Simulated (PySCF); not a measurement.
2,5-dihydro-1H-silol-1-amine (C4H9NSi), SMILES N[SiH]1CC=CC1.

Coordinates come from a PBE0-D3(BJ)/def2-SVP optimisation. The values are those of a single conformer.

Method: PBE/def2-TZVP run with PySCF.

Gas-phase values at a fixed geometry.

Computed frontier levels, gap, dipole moment and polarisability:
```json
{
  "highest_occupied_level": "-5.68 eV",
  "lowest_empty_level": "-0.46 eV",
  "orbital_gap": "5.22 eV",
  "dipole_moment": "0.228 e·Å",
  "quadrupole, principal values (traceless, Buckingham form, about the centre of nuclear charge)": "-4.87, -0.11, 4.99 D·Å",
  "mean_static_polarisability": "79.0 bohr³ (11.70 Å³)",
  "polarisability_principal_values": "65.3, 85.1, 86.5 bohr³"
}
```
